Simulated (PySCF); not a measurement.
# Spectroscopy problems

[PySCF: shieldings: GIAO PBE0/pcSseg-1; geometry: GFN2-xTB; relativity neglected; in vacuum; averaged over atoms made equivalent by symmetry, fast rotation or ring inversion; one computed conformer]

Scale: ¹H, ¹³C vs TMS (reference shieldings calculated alike). Where no couplings were computed, multiplicities follow the n + 1 count of equivalent neighbours, and m marks all less simple cases (inequivalent or close neighbours, rings, F or P nearby). Shifts are as computed. Against solution values, carbons near 30 ppm lie about +3 ppm off and those near 130 ppm about +5 ppm. Of 1211 compounds with measured shifts, 218 miss one by over three times the rms of a fit or turn the order of signals round; such compounds aren't used in these exercises.

Problem. C₆H₈O. ¹H NMR (400 MHz, computed): δ 7.28 (m, 1H), 6.46 (m, 1H), 2.44 (s, 3H), 2.18 (s, 3H). ¹³C{¹H} NMR (computed): δ 151.7, 144.1, 121.9, 119.8, 13.9, 11.9. What is it?

Solution. SMILES Cc1ccoc1C. Rings plus π bonds: 3 (1 ring in the answer). 6 carbon signals for 6 carbons: no two carbons are equivalent. Carbon types of the structure: 2 × C, 2 × CH, 2 × CH3, which accounts for all hydrogens. δC 151.7: substituted aromatic carbon next to the ring oxygen. δC 144.1: aromatic CH next to the ring oxygen. δC 121.9: substituted aromatic carbon. δC 119.8: aromatic CH.

This is the structure that produced the data.

Problem. C₇H₁₁N₃. ¹H NMR (400 MHz, computed): δ 7.42 (s, 1H), 3.35 (m, 1H), 2.84 (q, 2H), 1.78 (m, 2H), 1.25 (t, 3H), 1.07 (m, 2H). ¹³C{¹H} NMR (computed): δ 145.1 (C), 135.7 (CH), 29.7 (CH), 21.0 (CH2), 17.8 (CH3), 11.6 (CH2). Identify the compound.

Solution. SMILES C1(N2C(CC)=CN=N2)CC1. Rings plus π bonds: 4 (2 rings in the answer). 6 carbon signals for 7 carbons: some carbons are equivalent by symmetry or fast rotation. Carbon types of the structure: 1 × C, 2 × CH, 3 × CH2, 1 × CH3, which accounts for all hydrogens. δC 145.1: substituted aromatic carbon next to a ring nitrogen. δC 135.7: aromatic CH next to a ring nitrogen. δC 29.7, 11.6: three-membered-ring carbon. δH 3.35, 1.78, 1.07: hydrogen on a three-membered-ring carbon.

The data come from this structure; uniqueness wasn't tested.
